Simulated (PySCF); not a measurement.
# Dipole response of Nb (niobium, neutral)

[Kr] 4d4 5s1, high-spin 6D determinant. Computed with PySCF 2.14 in aug-cc-pwCVTZ-DK (11s10p8d4f3g, 136 functions), with scalar relativity by spin-free X2C-1e. Coupled (time-dependent) response in atomic units; α is the mean over directions.

```csv
method,mean α (bohr³),"α xx, yy, zz",C₆ (like pair),S(−4)
PBE,91.56,"89.38, 89.38, 95.93",1022,5180
```

S(−4) is the Cauchy moment in α(ω) = α(0) + S(−4) ω² + …

Reference α: 98 ± 8 bohr³ (recommended; Schwerdtfeger and Nagle, table of static dipole polarizabilities (2023 update)). Published C₆: 1140 (Gould and Bucko (2016)).

Spin-orbit coupling is absent.

α(iu) at PBE:

| u (hartree) | α(iu) (bohr³) |
| --- | --- |
| 0 | 91.56 |
| 0.0500 | 80.63 |
| 0.100 | 61.30 |
| 0.200 | 35.65 |
| 0.300 | 23.73 |
| 0.500 | 13.43 |
| 0.750 | 8.245 |
| 1.00 | 5.731 |
| 1.50 | 3.316 |
| 2.00 | 2.178 |
| 3.00 | 1.149 |
| 5.00 | 0.4875 |

A single London oscillator, α(iu) = α/(1 + u²/ω²), gives C₆ = (3/4) ω α². Matching the computed C₆ needs ω = 4 × 1022 / (3 × 91.56²) = 0.163 hartree.

The components differ because the open shell of this determinant is not spherical; for a pure term their mean is the scalar polarisability.
